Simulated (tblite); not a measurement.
Species: C8H7OPS.
SMILES with atom numbers: `[CH3:1][S:2][c:3]1[o:4][c:5]2[cH:6][cH:7][cH:8][cH:9][c:10]2[p:11]1` (hydrogens: H12, H13, H14 on C1; H15 on C6; H16 on C7; H17 on C8; H18 on C9)

Computed with GFN2-xTB (tblite), gas phase: L-BFGS steps from a force-field or distance-geometry start until the largest atomic force falls under 0.01 eV/Å.

Step 84: E = -830.1881 eV
```
atom  x, y, z in Å  |  force x, y, z in eV/Å
C1      3.9683   -0.4377   -0.7313    0.342   0.142   0.017
S2      2.7980   -0.2680   -2.0924   -0.238  -0.060  -0.364
C3      1.3448    0.1407   -1.2007   -0.074  -0.177   0.129
O4      0.3013   -0.6751   -1.4416   -0.086  -0.084  -0.140
C5     -0.7831   -0.3076   -0.7323    0.190  -0.022  -0.040
C6     -1.9892   -0.9950   -0.7627    0.162  -0.068   0.129
C7     -3.0052   -0.5190    0.0338   -0.028   0.073  -0.061
C8     -2.8541    0.6379    0.8031   -0.109   0.031  -0.118
C9     -1.6638    1.3226    0.8243    0.240  -0.063   0.075
C10    -0.5910    0.8205    0.0830    0.105   0.123  -0.097
P11     1.0942    1.4057   -0.0701   -0.065   0.256   0.110
H12     4.0431    0.5049   -0.2016    0.043   0.073   0.068
H13     4.9229   -0.6923   -1.1907   -0.092   0.020   0.111
H14     3.6402   -1.2258   -0.0699   -0.020  -0.160   0.120
H15    -2.0662   -1.8968   -1.3534   -0.119   0.134   0.000
H16    -3.9425   -1.0407    0.0427   -0.227  -0.090   0.042
H17    -3.6937    1.0132    1.3694    0.003  -0.065   0.020
H18    -1.5329    2.2189    1.4141   -0.026  -0.062  -0.001
```

Step 85: E = -830.2098 eV
```
atom  x, y, z in Å  |  force x, y, z in eV/Å
C1      4.0007   -0.4053   -0.7400    0.037  -0.007   0.053
S2      2.7805   -0.3140   -2.0914    0.030  -0.021   0.043
C3      1.3405    0.1009   -1.1820   -0.014  -0.107   0.084
O4      0.2873   -0.6972   -1.4412   -0.008  -0.056  -0.035
C5     -0.7878   -0.3284   -0.7213    0.023  -0.017  -0.014
C6     -2.0065   -0.9956   -0.7602    0.077  -0.001   0.079
C7     -3.0308   -0.5007    0.0150   -0.047   0.041  -0.006
C8     -2.8640    0.6475    0.7926    0.036   0.038  -0.056
C9     -1.6536    1.3044    0.8398    0.024  -0.120   0.027
C10    -0.5819    0.7927    0.1040   -0.011   0.072  -0.104
P11     1.1064    1.3656   -0.0402   -0.044   0.082   0.007
H12     4.0995    0.5547   -0.2393   -0.071   0.002  -0.085
H13     4.9396   -0.6760   -1.2177   -0.064  -0.015   0.097
H14     3.6882   -1.1722   -0.0306    0.082   0.075  -0.123
H15    -2.1213   -1.8889   -1.3551    0.013   0.094  -0.056
H16    -3.9829   -1.0061    0.0005   -0.063   0.012   0.057
H17    -3.7009    1.0257    1.3598   -0.002   0.001   0.009
H18    -1.5220    2.1993    1.4308    0.002  -0.071   0.023
```

Step 86: E = -830.2147 eV
```
atom  x, y, z in Å  |  force x, y, z in eV/Å
C1      4.0255   -0.3756   -0.7468   -0.029   0.027   0.144
S2      2.7701   -0.3611   -2.0790    0.136  -0.021   0.178
C3      1.3367    0.0588   -1.1645    0.020  -0.097   0.090
O4      0.2774   -0.7290   -1.4288   -0.008  -0.049  -0.042
C5     -0.7961   -0.3504   -0.7117   -0.049  -0.028  -0.019
C6     -2.0286   -0.9925   -0.7698    0.050   0.011   0.097
C7     -3.0520   -0.4821   -0.0018   -0.047   0.024  -0.008
C8     -2.8676    0.6538    0.7911    0.001   0.013  -0.058
C9     -1.6460    1.2885    0.8547   -0.004  -0.123   0.015
C10    -0.5790    0.7633    0.1214   -0.041   0.068  -0.104
P11     1.1133    1.3204   -0.0159   -0.001   0.072   0.002
H12     4.1380    0.6137   -0.2934   -0.131  -0.198  -0.185
H13     4.9523   -0.6655   -1.2399   -0.100  -0.007   0.140
H14     3.7354   -1.1116    0.0136    0.124   0.225  -0.297
H15    -2.1639   -1.8770   -1.3747    0.058   0.118  -0.047
H16    -4.0175   -0.9661   -0.0381    0.017   0.057   0.079
H17    -3.7029    1.0394    1.3564    0.007   0.013   0.001
H18    -1.5040    2.1795    1.4507   -0.001  -0.104   0.013
```

Task: Estimate the geometry and energy of step 87. (The exact step hangs on the optimiser's Hessian estimate; all steps are aligned on step 86, rigid shifts and turns removed.)

Result: E = -830.2224 eV, largest force 0.273 eV/Å
```
atom  x, y, z in Å  |  force x, y, z in eV/Å
C1      4.0397   -0.3637   -0.7534   -0.082  -0.009   0.061
S2      2.7662   -0.3754   -2.0691    0.141  -0.039   0.167
C3      1.3357    0.0388   -1.1483    0.028  -0.065   0.106
O4      0.2758   -0.7490   -1.4132    0.021  -0.014  -0.035
C5     -0.7987   -0.3635   -0.7016   -0.066  -0.004  -0.023
C6     -2.0368   -0.9923   -0.7701    0.009   0.015   0.093
C7     -3.0629   -0.4716   -0.0115   -0.028  -0.007  -0.012
C8     -2.8725    0.6588    0.7864   -0.006   0.011  -0.033
C9     -1.6452    1.2810    0.8612   -0.042  -0.093   0.005
C10    -0.5802    0.7515    0.1301   -0.019   0.043  -0.096
P11     1.1122    1.3061   -0.0033    0.019   0.016  -0.033
H12     4.1496    0.6282   -0.3167   -0.120  -0.072  -0.118
H13     4.9602   -0.6533   -1.2527   -0.029  -0.020   0.083
H14     3.7684   -1.0917    0.0163    0.071   0.153  -0.215
H15    -2.1792   -1.8709   -1.3814    0.069   0.099  -0.043
H16    -4.0338   -0.9451   -0.0562    0.032   0.060   0.070
H17    -3.7078    1.0481    1.3488    0.004   0.025   0.004
H18    -1.4995    2.1704    1.4583   -0.001  -0.100   0.020
```

The energy changes by -0.0077 eV. The first-order estimate −F·Δx gives -0.0094 eV and the mean of the old and new forces, exact on a quadratic surface, -0.0077 eV. The step makes an angle of 81° with the force vector and moves no atom by more than 0.039 Å.

What follows is the cost of the whole relaxation. Time: 1.0 s wall. Hardware: an Arm Neoverse V2 with one thread, shared host.
